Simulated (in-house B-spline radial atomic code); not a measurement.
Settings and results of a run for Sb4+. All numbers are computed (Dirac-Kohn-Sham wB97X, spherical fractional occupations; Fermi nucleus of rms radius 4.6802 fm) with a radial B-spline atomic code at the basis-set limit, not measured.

Command:
```bash
python run_scf.py task.json out
```
Settings (nuclear radius in fm, mass in u):
```
Z                51
configuration    [Kr] 4d10 5s1
hamiltonian      dirac
method           wb97x
spin_polarised   False
nucleus          fermi
rms_radius       4.6802
atomic_mass      120.90381
speed_of_light   137.035999084
```

Output (hartree, bohr):
```
 radial grid: 70 intervals, B-splines of order 8, outer radius 30.8511 bohr

 iter        energy (Eh)    residual
    1       -6464.026508    7.09e-01
    2       -6473.544901    5.63e-01
    3       -6480.048454    1.20e-01
    4       -6480.374932    3.00e-02
    5       -6480.388715    1.42e-02
    6       -6480.392787    3.41e-03
    7       -6480.392996    2.42e-04
    8       -6480.392997    3.21e-05
    9       -6480.392998    3.01e-06
   10       -6480.392998    1.75e-07

 total energy                     -6480.39300
 kinetic                            6837.9197
 electron-nucleus                 -15660.9876
 Hartree                            2512.6224
 exact exchange                      -32.8236
 exchange-correlation               -137.1239

 first-order corrections (not in the total)
   Gaunt                             5.2809
   retardation                      -0.5415
   frequency dependence             -0.0469
   self-energy                       3.5846
   Uehling                          -0.4745
   Wichmann-Kroll                    0.0102
   recoil                            0.0199

 orbital      occ     eigenvalue          <r>       <r^2>       <1/r>     <1/r^3>     <1/r^2>       r_max    small
 1s1/2      2.000     -1116.9350    0.0284184  0.00109378     54.3279           -     6397.81     0.01834  3.52e-02
 2s1/2      2.000      -171.9549     0.122174   0.0176601     12.6294           -     741.953      0.1038  7.47e-03
 2p1/2      2.000      -160.8961     0.103273   0.0131147     12.6042           -     238.627     0.07986  7.49e-03
 2p3/2      4.000      -151.6360     0.108744   0.0144117      11.701     4609.47     186.532     0.08446  7.14e-03
 3s1/2      2.000       -35.3448     0.329898    0.124548     4.48126           -     147.351         0.3  2.18e-03
 3p1/2      2.000       -30.8202      0.32059    0.119465     4.38824           -     47.2205      0.2865  2.12e-03
 3p3/2      4.000       -29.1029     0.331834    0.127778     4.16742     872.182     37.2754      0.2968  2.03e-03
 3d3/2      4.000       -21.1364     0.303061    0.108969      4.0145     136.891      20.307      0.2425  1.91e-03
 3d5/2      6.000       -20.7802     0.306636     0.11141     3.95746     127.424     19.6184      0.2455  1.88e-03
 4s1/2      2.000        -7.3467     0.790687    0.706722     1.76689           -     30.6673       0.723  5.95e-04
 4p1/2      2.000        -5.8026     0.832079    0.789741      1.6527           -     9.36086      0.7465  5.34e-04
 4p3/2      4.000        -5.4839     0.860305    0.844091     1.58282     159.081     7.43637      0.7709  5.06e-04
 4d3/2      4.000        -3.0147      1.00312     1.17799      1.3214     18.3955     3.25394      0.8406  3.70e-04
 4d5/2      6.000        -2.9675      1.01491     1.20571     1.30356     17.0422     3.13686      0.8496  3.63e-04
 5s1/2      1.000        -1.8110      1.95663     4.27844    0.665787           -     4.93318        1.78  1.17e-04

 Slater integrals (Eh)
   F0(4d3/2,4d3/2)               0.900299
   F2(4d3/2,4d3/2)               0.455452
   F0(4d3/2,4d5/2)               0.895021
   F2(4d3/2,4d5/2)               0.452816
   G2(4d3/2,4d5/2)               0.452443
   G4(4d3/2,4d5/2)               0.299357
   F0(4d3/2,5s1/2)               0.555768
   G2(4d3/2,5s1/2)               0.075460
   F0(4d5/2,4d5/2)               0.889849
   F2(4d5/2,4d5/2)               0.450329
   F4(4d5/2,4d5/2)               0.297913
   F0(4d5/2,5s1/2)               0.554738
   G2(4d5/2,5s1/2)               0.077833
   F0(5s1/2,5s1/2)               0.459536
```

Run time, properties included: 7.8 s on 1 thread of Arm Neoverse N1 (shared host).

For the Dirac Hamiltonian the kinetic term is c α·p + (β - 1)c².

Caution: exact exchange at fractional occupations of open shells leaves self-interaction of up to several eV.
